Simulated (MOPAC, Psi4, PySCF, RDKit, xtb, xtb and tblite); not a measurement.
Two geometries of SMILES Oc1ccc(O[SiH3])cc1 (C6H8O2Si), singlet, relaxed at GFN2-xTB with one dihedral held; other torsions can differ between them too.

Structure A

```
17

O      3.4854     0.4984     0.4605
C      2.1745     0.1876     0.2565
C      1.7635    -1.0855    -0.1183
C      0.4227    -1.3563    -0.3139
C     -0.5297    -0.3581    -0.1377
O     -1.8272    -0.6732    -0.3402
Si    -3.2203     0.1554    -0.2384
C     -0.1158     0.9149     0.2368
C      1.2231     1.1868     0.4324
H      4.0321    -0.2809     0.3052
H      2.4957    -1.8698    -0.2579
H      0.0985    -2.3433    -0.6049
H     -3.2346     1.2829    -1.1738
H     -4.1422    -0.9069    -0.6053
H     -3.4337     0.6648     1.1185
H     -0.8547     1.6895     0.3732
H      1.5520     2.1716     0.7230
```

Structure B

```
17

O     -3.5005     0.4497     0.6845
C     -2.1944     0.1094     0.4664
C     -1.5253    -0.6215     1.4412
C     -0.2084    -0.9913     1.2532
C      0.4707    -0.6160     0.1003
O      1.7601    -0.9451    -0.1264
Si     2.8769    -1.7809     0.7059
C     -0.1926     0.1373    -0.8634
C     -1.5123     0.5012    -0.6796
H     -3.7029     1.2800     0.2395
H     -2.0586    -0.9089     2.3332
H      0.3101    -1.5650     2.0061
H      3.1473    -1.1534     2.0020
H      3.9852    -1.6687    -0.2278
H      2.4441    -3.1622     0.9306
H      0.3409     0.4345    -1.7529
H     -2.0177     1.0917    -1.4317
```

Question: Which is lower in energy at the level B3LYP-D3(BJ)/def2-SVP // GFN2-xTB (Psi4 1.11), and by how much?

Answer: A is lower, by 0.98 kcal/mol (dihedral H10–O1–C2–C3: 0° in A, 150° in B).

E(B) − E(A) in kcal/mol at the other levels, on the same two geometries: GFN2-xTB (xtb and tblite) 1.34; MMFF94 // GFN2-xTB (RDKit) 0.99; B3LYP/def2-SVP // GFN2-xTB (Psi4) 0.98; PBE/def2-SVP // GFN2-xTB (Psi4) 1.16; PBE-D3(BJ)/def2-SVP // GFN2-xTB (Psi4) 1.16; UFF // GFN2-xTB (RDKit) 1.41; AM1, restricted, heats of formation // GFN2-xTB (MOPAC) 0.51; PM3, restricted, heats of formation // GFN2-xTB (MOPAC) 0.54; GFN1-xTB // GFN2-xTB (xtb) 1.03; restricted B3LYP/6-31G*, spherical d, density fitting // GFN2-xTB (PySCF) 0.94; restricted B3LYP/6-311+G**, spherical d, density fitting // GFN2-xTB (PySCF) 0.69; restricted MP2 (frozen core)/6-31G*, spherical d // GFN2-xTB (PySCF) 0.84; restricted LDA (SVWN5)/6-31G*, spherical d, density fitting // GFN2-xTB (PySCF) 1.22.
